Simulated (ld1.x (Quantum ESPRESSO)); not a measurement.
Transferability test, RRKJ potential for titanium

Ti (Z = 22), norm-conserving RRKJ (Kleinman–Bylander form), made with ld1.x (Quantum ESPRESSO) 7.5 (PW91, scalar-relativistic). Core [Ar], reference 3d2 4s2 4p0. Waves: 4p (bound, empty): rc 3.00 bohr; 3d (bound): rc 2.35 bohr; 4s (bound): rc 2.25 bohr. Local part: the s channel. Core correction: none.

Energies are relative to the spin-unpolarised reference configuration 3d2 4s2 4p0; without spin polarisation the order of configurations can differ from experiment.

```
valence configuration  charge  ΔE all-electron (eV)  error AE − PS (meV)
          3d2 4s1 4p0      +1                 7.393                 +5.8
          3d2 4s0 4p0      +2                20.985                 +148
          3d1 4s0 4p0      +3                48.037                 +516
          3d2 4s0 4p2       0                 6.316                  +12
        3d2 4s1.5 4p0    +0.5                 2.959                 +0.6
          3d2 4s1 4p1       0                 3.089                 +2.4
```

Task: What are ΔE and the potential's error for 3d3 4s0 4p0?

Result: ΔE = 7.398 eV all-electron; the error (AE − PS) is +147 meV.

Levels in the configuration 3d2 4s0 4p2:

```json
{"level": "3d", "all-electron (eV)": "-6.656", "pseudo (eV)": "-6.811"}
{"level": "4p", "all-electron (eV)": "-2.607", "pseudo (eV)": "-2.600"}
```

ld1.x printed “convergence not achieved” for 3 of the counted tests; their residual had stalled under 1e-8, short of the target of 1e-14.
